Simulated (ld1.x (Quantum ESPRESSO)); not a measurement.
Cutoff test, Al, TM

aluminium (Al), norm-conserving Troullier–Martins (Kleinman–Bylander form), made with ld1.x (Quantum ESPRESSO) 7.5 (PBE, scalar-relativistic). Core [Ne], reference 3s2 3p1. Waves: 3p (bound): rc 1.80 bohr; 3s (bound): rc 1.95 bohr. Local part: the s channel. Core correction: none.

The pseudo-atom Hamiltonian at the reference potential is diagonalised in spherical Bessel functions j_l(qr) that vanish at 20 bohr, with q² up to the cutoff. All-electron valence levels (Ry): 3p -0.1993, 3s -0.5698.

Task: How do the lowest levels (Ry) of each channel move with the cutoff, and are there ghosts?

Result:

| cutoff (Ry) | p #1 | p #2 | s #1 | s #2 | d #1 | d #2 | f #1 | f #2 | Σ f·Δε (mRy) |
| --- | --- | --- | --- | --- | --- | --- | --- | --- | --- |
| 8 | -0.1970 | 0.0244 | -0.5623 | -0.0224 | 0.0461 | 0.1285 | 0.1021 | 0.2242 | 17.4 |
| 10 | -0.1971 | 0.0244 | -0.5668 | -0.0229 | 0.0461 | 0.1285 | 0.1021 | 0.2242 | 8.4 |
| 15 | -0.1971 | 0.0244 | -0.5681 | -0.0231 | 0.0461 | 0.1284 | 0.1021 | 0.2242 | 5.7 |
| 18 | -0.1974 | 0.0244 | -0.5683 | -0.0231 | 0.0461 | 0.1284 | 0.1021 | 0.2242 | 5.0 |
| 21 | -0.1978 | 0.0243 | -0.5687 | -0.0231 | 0.0461 | 0.1284 | 0.1021 | 0.2242 | 3.7 |
| 25 | -0.1986 | 0.0242 | -0.5692 | -0.0232 | 0.0461 | 0.1284 | 0.1021 | 0.2242 | 2.0 |
| 35 | -0.1992 | 0.0241 | -0.5698 | -0.0232 | 0.0461 | 0.1284 | 0.1021 | 0.2242 | 0.2 |
| 40 | -0.1992 | 0.0241 | -0.5698 | -0.0232 | 0.0461 | 0.1284 | 0.1021 | 0.2242 | 0.2 |
| 400 | -0.1993 | 0.0241 | -0.5698 | -0.0232 | 0.0461 | 0.1284 | 0.1021 | 0.2242 | 0.0 |

Result: no extra level below or beside the all-electron valence levels (p, s, d, f tested); 10 mRy is reached at 10 Ry and 1 mRy at 30 Ry.
